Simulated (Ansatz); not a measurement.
The same ligand exchange along the group B, Al, Ga, In.

Gas-phase electronic energies from Ansatz, PBE0-D4/def2-TZVP geometries. CCSD(T)/CBS adds triple-zeta CCSD(T) − MP2 to the extrapolated MP2 energy (def2 sets, frozen cores). DFT in def2-TZVPP. Elements past krypton have def2 core potentials. For Ga, In, Se outer-core shells are correlated without core-valence functions, which leaves a few kJ/mol of doubt a bond. Scalar relativity is left out up to krypton.

```json
{"reaction": "`BNC` + `C[SeH]` → `B[Se]C` + CH₃NH₂", "B97M-V (kJ/mol)": "57", "r2SCAN-D4 (kJ/mol)": "57", "LDA (SPW92) (kJ/mol)": "66"}
{"reaction": "`C[NH][AlH2]` + `C[SeH]` → `C[Se][AlH2]` + CH₃NH₂", "B97M-V (kJ/mol)": "-19", "r2SCAN-D4 (kJ/mol)": "-25", "LDA (SPW92) (kJ/mol)": "-21"}
{"reaction": "`C[NH][GaH2]` + `C[SeH]` → `C[Se][GaH2]` + CH₃NH₂", "B97M-V (kJ/mol)": "-57", "r2SCAN-D4 (kJ/mol)": "-60", "LDA (SPW92) (kJ/mol)": "-53"}
{"reaction": "`C[NH][InH2]` + `C[SeH]` → `C[Se][InH2]` + CH₃NH₂", "B97M-V (kJ/mol)": "-93", "r2SCAN-D4 (kJ/mol)": "-97", "LDA (SPW92) (kJ/mol)": "-90"}
```

Question: Give the CCSD(T)/CBS values in the same order. (An estimate is asked.)

Answer: Computed: 55, -26, -58, -95 kJ/mol.

Largest T1 diagnostic: 0.016, for `C[NH][InH2]`.
